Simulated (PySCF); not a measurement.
C3H6BFO2, SMILES B(O)(O)C1(CC1)F.

Geometry optimised at B3LYP-D3(BJ)/def2-SVP. This is a generated structure with no PubChem entry under its InChIKey; it may be hypothetical. The values are those of a single conformer.

Computed with TDA-PBE0/def2-SVPD (PySCF).

Vertical excitations. Isolated molecule, no solvent. State labels are in the subgroup Cs.

Q: List the lowest excited states. (The exact figures need the calculation; the answer reports its results.)

A: 
```
state  symmetry  energy (eV)  λ (nm)      f          main pairs
-----  --------  -----------  ------  -----  ------------------
S1           A"         7.37     168  0.004      HOMO→LUMO 95 %
S2           A'         7.54     164  0.012    HOMO−1→LUMO 96 %
S3           A"         7.95     156  0.001  HOMO−1→LUMO+1 92 %
S4           A'         8.07     154  0.180    HOMO→LUMO+1 91 %
S5           A"         8.11     153  0.005    HOMO→LUMO+2 73 %
S6           A"         8.32     149  0.003    HOMO−2→LUMO 84 %
S7           A'         8.33     149  0.008  HOMO−1→LUMO+2 80 %
S8           A"         8.43     147  0.012    HOMO→LUMO+3 80 %
S9           A'         8.57     145  0.049  HOMO−1→LUMO+3 86 %
S10          A"         8.76     142  0.002    HOMO→LUMO+5 87 %
T1           A'         7.25     171      0    HOMO→LUMO+1 90 %
T2           A"         7.25     171      0      HOMO→LUMO 82 %
T3           A"         7.28     170      0  HOMO−1→LUMO+1 85 %
T4           A'         7.44     167      0    HOMO−1→LUMO 91 %
```
Triplets are in the Tamm–Dancoff approximation.
